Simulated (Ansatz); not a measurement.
C3H6Cl, charge -1, singlet, at a GFN2-xTB geometry (a gas-phase anion, which may not be bound at this level); B3LYP5/STO-3G (Ansatz, an electronic-structure program).

Here is a job for Ansatz.
Ansatz 0.2 input:
```yaml
crystal:
  periodic: [false, false, false]
  atoms:
    - {symbol: C, position_ang: [0.87874214, -0.57746196, 0.01178248]}
    - {symbol: C, position_ang: [2.36128716, -0.21090347, 0.01892378]}
    - {symbol: C, position_ang: [0.05260727, 0.70987802, 0.08469850]}
    - {symbol: H, position_ang: [0.66331677, -1.19415500, 0.89661526]}
    - {symbol: H, position_ang: [0.68416168, -1.22068093, -0.87379508]}
    - {symbol: H, position_ang: [2.99566787, -1.10167485, 0.03968092]}
    - {symbol: Cl, position_ang: [-1.73162036, 0.11908892, 0.00897987]}
    - {symbol: H, position_ang: [2.61173789, 0.36877995, -0.87023935]}
    - {symbol: H, position_ang: [2.58650261, 0.40082008, 0.89158272]}
    - {symbol: H, position_ang: [0.14033970, 1.19332350, -0.92893097]}
basis:
  gaussian:
    orbitals: STO-3G
hamiltonian:
  xc: b3lyp5
total_charge: -1
```

### Question
Predict the main parts of the log of this Ansatz run.

### Answer

```
Functional definition: B3LYP5
393 factors; integrals over basis functions are off by at most 2.9e-5 eV
mean field evaluation 1: about -15546.7537 eV, gradient 1.6e1 eV
mean field evaluation 2: about -15547.1275 eV, gradient 1.4e1 eV
mean field evaluation 4: about -15547.6890 eV, gradient 2.4e-1 eV
mean field evaluation 8: about -15547.6621 eV, gradient 2.3e-3 eV
mean field -15547.66208074 eV, -571.3660428833 hartree, gradient 3.4e-5 eV, S^2 0.000000; 0 other end points of the search recorded, 0 dependent functions left out
reference -15547.66225312 eV, -571.3660492182 hartree; 21, 21 occupied and 9, 9 virtual orbitals, 393 factors
Total energy: -15547.66225312 eV, -571.3660492182 hartree
```
